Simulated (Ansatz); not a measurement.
Abstraction of Cl: CH2ClI + C2H3O → CH2I + C2H3ClO

Species: CH2ClI (chloroiodomethane) `ClCI`, singlet; C2H3O `C[C]=O`, doublet; CH2I `[CH2]I`, doublet; C2H3ClO (acetyl chloride) `CC(=O)Cl`, singlet. A radical takes Cl: the energy is the difference in strength between two C–Cl bonds in different surroundings.

Shapes, held fixed at every level: PBE0-D4/def2-TZVP. Programs: Ansatz 0.2.0. The zero-point and thermal change to 298 K, harmonic and unscaled (PBE0-D4/def2-TZVP), is -5.1 kJ/mol.

```
              level                    kind  ΔH(298 K) (kJ/mol)  less CCSD(T)/def2-TZVPP  CPU time (sum over the molecules)
       MP2/def2-SVP     perturbation theory               -24.2                     -0.6                                  –
      HF/def2-TZVPP            Hartree–Fock               -31.2                     -7.6                                  –
   SPW92/def2-TZVPP                     LDA               -33.5                     -9.9                              7.7 s
B3LYP-D4/def2-TZVPP           global hybrid               -25.2                     -1.6                               22 s
BHLYP-D4/def2-TZVPP           global hybrid               -24.0                     -0.4                               18 s
 PBE0-D4/def2-TZVPP           global hybrid               -28.8                     -5.2                               16 s
 wB97M-V/def2-TZVPP  range-separated hybrid               -22.4                     +1.2                               57 s
 CCSD(T)/def2-TZVPP   coupled cluster or CI               -23.6                      0.0                            3.7 min
```

The highest level, CCSD(T)/def2-TZVPP, gives ΔH(298 K) = -23.6 kJ/mol; the levels span -33.5 to -22.4. The column of differences is taken from that level and isn't an error. No measured value is set beside it here. Open shells run unrestricted. For atoms past krypton def2 sets carry core potentials with scalar relativity. Outer-core shells of I are correlated in most correlated rows, in sets that cover them unevenly. Times are processor times on shared x86 and Arm servers, and rough.
